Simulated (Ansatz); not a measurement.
Abridged output of a molecular run in Ansatz:

```
Functional definition: HF
2021 factors; integrals over basis functions are off by at most 1.2e-3 eV
mean field evaluation 1: about -25689.1917 eV, gradient 6.4e1 eV
mean field evaluation 2: about -25689.5528 eV, gradient 6.5e1 eV
mean field evaluation 4: about -25696.8864 eV, gradient 4.3e0 eV
mean field evaluation 8: about -25696.9781 eV, gradient 3.0e-1 eV
mean field -25696.97839753 eV, -944.3465380717 hartree, gradient 4.2e-6 eV, S^2 0.000000; 0 other end points of the search recorded, 0 dependent functions left out
15 core orbitals not correlated: weight in the atoms' cores, before any rotation towards them, 1.000 or more for the frozen orbitals, at most 0.000 for the correlated occupied ones
reference -25696.97839753 eV, -944.3465380717 hartree; 22, 22 occupied and 300, 300 virtual orbitals, 2021 factors
second order -37.36625723 eV of doubles, -0.00000000 eV of singles
cycle   1  -37.41094133 eV  change   -4.5e-2 eV  update   1.2e-1
cycle   2  -38.20052074 eV  change   -7.9e-1 eV  update   3.3e-2
cycle   3  -38.37716745 eV  change   -1.8e-1 eV  update   1.7e-2
cycle   4  -38.35501049 eV  change    2.2e-2 eV  update   3.3e-3
cycle   5  -38.35383771 eV  change    1.2e-3 eV  update   1.5e-3
cycle   6  -38.35483234 eV  change   -9.9e-4 eV  update   4.0e-4
cycle   7  -38.35458269 eV  change    2.5e-4 eV  update   1.5e-4
cycle   8  -38.35450292 eV  change    8.0e-5 eV  update   3.8e-5
cycle   9  -38.35451129 eV  change   -8.4e-6 eV  update   1.4e-5
perturbative correction -1.29946700 eV, -0.0477545313 hartree
Total energy: -25736.63237582 eV, -945.8037948954 hartree
```

Its atoms:

Cartesian coordinates in Å:
```
C 1.321 0.068 2.025
Si 1.029 -0.030 0.207
O 1.258 -1.588 -0.248
O -0.513 0.447 -0.135
Si -1.772 0.032 -1.058
O -2.515 1.330 -1.681
F -1.190 -0.891 -2.230
H 1.146 1.083 2.390
H 0.649 -0.610 2.557
H 2.349 -0.211 2.265
H 1.919 0.878 -0.563
H 1.093 -1.815 -1.165
H -2.786 -0.743 -0.335
H -1.988 2.051 -2.030
```

Task: Which basis set was used?
A. def2-TZVPP
B. cc-pV(D+d)Z
C. def2-TZVPPD
D. def2-QZVPP

Result: A. It gives 337 functions.

Task: Write the keys of the input that set method, charge and spin (a neutral closed shell needs none for the last two).

Result: 
```yaml
correlation: {method: ccsd_t}
```
